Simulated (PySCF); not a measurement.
A calculated (BP86, PySCF 2.14, aug-cc-pVDZ, no relativity, point nucleus) atom or ion has these occupied shells.

| shell | electrons | orbital energy (eV) | rms radius, mean of both spins (bohr) |
| --- | --- | --- | --- |
| 1s α | 1 | -515.51 | 0.232 |
| 1s β | 1 | -514.25 | 0.232 |
| 2s α | 1 | -25.305 | 1.27 |
| 2s β | 1 | -21.837 | 1.27 |
| 2p α | 3 | -10.255 | 1.45 |
| 2p β | 1 | -7.691 | 1.45 |

Question: Name the element and its charge.

Answer: O (oxygen, neutral), in [He] 2s2 2p4, high-spin 3P determinant.
